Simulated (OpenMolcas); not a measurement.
Os⁴⁺: effect of correlating more closed shells

- Program: OpenMolcas 26.06
- Basis: ANO-RCC-VQZP [9s8p6d4f3g2h]
- Scalar Hamiltonian: DKH2, point nucleus
- Active space: 4 electrons in 5 orbitals (5d)
- State averaging: 2S+1 = 5 even, 5 roots; 2S+1 = 3 even, 45 roots; 2S+1 = 1 even, 50 roots
- Spin-orbit coupling: state interaction with AMFI integrals over the reference wave functions, term energies averaged over their components

Methods on the same reference wave functions:
A. CASSCF
B. MS-CASPT2, IPEA 0.25 Eh, imaginary shift 0.1 Eh (closed shells correlated: 5s 5p)
C. MS-CASPT2, IPEA 0.25 Eh, imaginary shift 0.1 Eh (closed shells correlated: 4f 5s 5p)

Energies in cm-1 above 5d4 5D0, the measured ground level; measured values from the list in Palmeri et al., Atoms 14, 22 (2026).

```
            Level      A      B      C  Measured
   5d4 5D0 [64 %]    0.0    0.0    0.0       0.0
          5d4 5D1   3573   4340   4310      4311
          5d4 5D2   7115   8150   8110      8083
          5d4 5D3  10177  11110  11050     11018
   5d4 5D4 [69 %]  12622  13080  13060     12966
5d4 3P0(1) [52 %]  20625  18810  18830          
   5d4 3H4 [57 %]  22139  20900  20910     20374
   5d4 3G3 [61 %]  26792  24690  24630     23942
          5d4 3H5  27241  25940  25930     25344
       5d4 3P1(1)  27990  25320  25320     24680
5d4 3F2(1) [66 %]  28046  25220  25210          
   5d4 3H6 [75 %]  29577  28230  28250     27669
          5d4 3G5  39604  37780  37720     37016
   5d4 1I6 [75 %]  41892  39960  40020     39284
          5d4 3D1  42855  39560  39370     38536
5d4 1S0(1) [75 %]  49251  45350  45360          
   5d4 1F3 [64 %]  52958  47780  47570     46549
5d4 3P2(2) [66 %]  57646  51650  51340          
5d4 3F4(2) [56 %]  59898  54930  54780          
5d4 3F2(2) [60 %]  62423  56970  56650          
       5d4 3F3(2)  63189  57600  57270     55872
       5d4 3P1(2)  64368  58040  57610     55988
       5d4 3P0(2)  67599  61270  60840          
       5d4 1G4(2)  68112  61750  61440
```

Deviations, from unrounded energies. A percentage is the sum of absolute deviations over the sum of measured energies, with the sign that they share, or ± where signs differ.

```tsv
Against measurement	Levels	A	B	C
mean absolute deviation (cm-1)	15	3100	720	630
fine structure of the ground term (%)	4	-7.9	+0.8	+0.4
other terms of the ground configuration (%)	11	+11.0	+2.7	+2.4
```

C lies closest to measurement on these levels and A furthest from it. The largest miss of C in the table is 5d4 3P1(2), by +1600 cm-1. The ranking rests on the paired levels alone, and a cruder setting can come out closer through cancelling errors.

Between B and C the level of the table that moves most is 5d4 3P0(2), by 430 cm-1 (lowest in C, highest in B). Moves below CASPT2's spread within the term are not significant.

The mean deviations of B to C differ by less than CASPT2's widest spread within a term (1000 cm-1), so their order carries little weight.

From A to B the spin-free energies of the other terms of 5d4 shown, above 5D, scale by factors of 0.78 to 0.87, as is usual when dynamic correlation screens the repulsion within a d or f shell.

The lowest spin-free term lies below A's lowest term by 0.309 hartree in B, 1.227 hartree in C.

What an inner shell adds also hangs on whether the basis holds functions to correlate it.

CASPT2 does not keep the components of a term degenerate, so their means are used; among the terms shown or strongly mixed into the levels shown the widest spread is 1000 cm-1 (5d4 1I, C). The CASPT2 spread within a term exceeds the gap to the next term for 5d4 3H and 5d4 3P(1), 5d4 1I and 5d4 3D, 5d4 1D(1) and 5d4 1S(1), so the order of their levels is uncertain (figures for B; the like holds for C). Without dynamic correlation excited terms often stand tens of per cent too high (terms of higher spin than the ground term too low), and those without a measured partner can miss by more than the paired ones (holds for A). Computed and measured levels are paired by configuration, term and J; levels that our copy of the source lacks, or whose pairing is in doubt (as where it misses far off the trend of its configuration), stay unpaired and out of the deviations. Levels of configurations outside the active space are missing. Levels that lie high or do not pair safely by name in every column are left out.

A share in square brackets marks a mixed level and gives the weight of the term that names it, the lowest over the columns. A number in round brackets counts repeated terms of one configuration in the order of the reference energies.
